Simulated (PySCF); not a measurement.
## Broadened absorption spectrum of C3H5BrS

Compound: C3H5BrS.
Bonds: C1–C2 (double), C2–Br3, C2–S4, S4–C5. Hydrogens: H6, H7 on C1; H8, H9, H10 on C5.

Theory: TDDFT CAM-B3LYP/def2-SVPD, vertical, gas phase, core orbitals frozen in the response (PySCF 2.14.0, density-fitted response routines). Isolated species at its PBE0-D3(BJ)/def2-SVP geometry (one conformer only). The CAM-B3LYP/def2-SVPD calculation is non-relativistic and has no spin–orbit coupling, an omission that weighs most on bromine. Torsions of this conformer, `[CH2:1]=[C:2]([Br:3])[S:4][CH3:5]`: C1–C2–S4–C5 0°.

Computed states:

| state | E (eV) | f |
| --- | --- | --- |
| S1 | 5.25 | 0.0002 |
| S2 | 5.60 | 0.0002 |
| S3 | 5.77 | 0.234 |
| S4 | 6.21 | 0.0019 |
| S5 | 6.35 | 0.0024 |
| S6 | 6.52 | 0.0036 |
| S7 | 6.68 | 0.015 |
| S8 | 6.78 | 0.107 |
| S9 | 7.01 | 0.0003 |
| S10 | 7.06 | 0.0057 |

Each state is given a Gaussian of 0.4 eV full width at half maximum, with ε(max) = 2.175×10⁸ f / Δν̃ (Δν̃ the width in cm⁻¹). The width is an assumption, not a result. The curve ends short of the highest state used, and states not computed would add to its high-energy end.

Question: What does the envelope look like, and where are its maxima?

Answer: 
E (eV), ε (L mol⁻¹ cm⁻¹) and a bar:
```
     4.65          0 
     4.73          0 
     4.81          0 
     4.89          1 
     4.97          3 
     5.05          7 
     5.12         18 
     5.20         66 
     5.28        252 
     5.36        850 ##
     5.44       2357 #####
     5.52       5274 ##########
     5.59       8911 #################
     5.67      13190 #########################
     5.75      15647 ##############################
     5.83      14878 #############################
     5.91      11351 ######################
     5.99       6978 #############
     6.06       3866 #######
     6.14       1727 ###
     6.22        840 ##
     6.30        711 #
     6.38       1097 ##
     6.46       2065 ####
```

Maxima: 215 nm (5.77 eV), ε about 16000, made up of S3 (100%) (ε in L mol⁻¹ cm⁻¹; maxima over ε = 5, shares over 10%). At its high-energy end, 6.46 eV, the curve is still rising (ε about 2100, from S6, S7 and S8).

Question: On this curve, what absorbance would a 10⁻⁴ mol/L sample give at 193 nm over a 1 cm path?

Answer: 193 nm is 6.424 eV, where ε is about 1500 L mol⁻¹ cm⁻¹, so A = ε c l ≈ 0.15 (Beer–Lambert, with the gas-phase spectrum and the assumed width).

Question: What would ε be at 5.77 eV, the highest of these maxima, with half the width (0.2 eV)?

Answer: About 31500 L mol⁻¹ cm⁻¹ against 15800, a factor of about 2.00; a lone state at its own centre would give exactly 2.

Question: Coming from long wavelengths, where does ε first pass 100 L mol⁻¹ cm⁻¹?

Answer: At about 237 nm (5.22 eV), 0.03 eV below S1.

All these states lie below the vertical ionisation energy of 8.63 eV (ΔSCF).
